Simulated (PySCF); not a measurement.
CH10ClGe3P.
SMILES with atom numbers: `[CH3:1][GeH2:2][Ge@H:3]([PH2:4])[GeH2:5][Cl:6]` (hydrogens: H7, H8, H9 on C1; H10, H11 on Ge2; H12 on Ge3; H13, H14 on P4; H15, H16 on Ge5)

Geometry (PBE0-D3(BJ)/def2-SVP, Å), atoms numbered from 1 in this order:
```
atom  x, y, z in Å
C1     2.616    0.141    0.320
Ge2    1.123   -1.036   -0.130
Ge3   -1.008   -0.138    0.613
P4    -2.839   -1.548    0.253
Ge5   -1.447    1.922   -0.583
Cl6    0.355    3.134   -0.319
H7     2.435    1.140   -0.100
H8     3.552   -0.265   -0.088
H9     2.712    0.231    1.411
H10    1.304   -2.433    0.503
H11    1.014   -1.219   -1.659
H12   -1.005    0.215    2.116
H13   -2.409   -1.917   -1.060
H14   -2.207   -2.676    0.862
H15   -2.608    2.774   -0.041
H16   -1.605    1.725   -2.102
```

Computed with PySCF at wB97X-D/def2-SVPD, non-relativistic, on one gas-phase PBE0-D3(BJ)/def2-SVP geometry that isn't relaxed in the solvent. The solvent is an IEF-PCM continuum (Bondi radii, 1.10 Å for H, scaled by 1.2), and excitations are vertical TDDFT with non-equilibrium linear response and a frozen core. Only the electrostatic response of the medium enters. Spin–orbit coupling is left out although an atom past zinc is present.

| run | E − E(gas) (kJ/mol) | HOMO (eV) | HOMO–LUMO gap (eV) | dipole (D) | lowest singlet (eV) | static polarisability (au) |
| --- | --- | --- | --- | --- | --- | --- |
| gas | 0.00 | -9.02 | 9.70 | 1.64 | 5.68 | 155.5 |
| P | -9.08 | -8.86 | 9.67 | 2.12 | 5.66 | 203.8 |
| Q | -13.13 | -8.82 | 9.66 | 2.36 | 5.67 | 231.8 |

Problem. The runs were made in chloroform and water. Which run belongs to which solvent?

Solution. P = chloroform, Q = water. The dielectric constants are 4.711 (chloroform), 78.36 (water), and the energy falls further as ε rises. The optical constants n² used for the excitations are 2.09, 1.78 in the same order. In this model the ground state sees the solvent through ε alone.

Problem. How constant is the ratio of the lowering to (ε − 1)/(2ε + 1)?

Solution. 
```tsv
solvent	(ε − 1)/(2ε + 1)	E − E(gas) (kJ/mol)	ratio (kJ/mol)	polarisation term (kJ/mol)
chloroform	0.356	-9.08	-25.5	-10.40
water	0.490	-13.13	-26.8	-16.04
```

The ratio changes by +4.9 % in size from chloroform to water. The polarisation term is half the interaction of the solute with the induced surface charges.

Cost: about 4 min of CPU time on one thread; the machine was shared, so the figure is rough. This is the whole response run at wB97X-D/def2-SVPD in water, SCF included.

wB97X-D is run here without its empirical dispersion term; that term would change no orbital, density or response property at a fixed geometry.
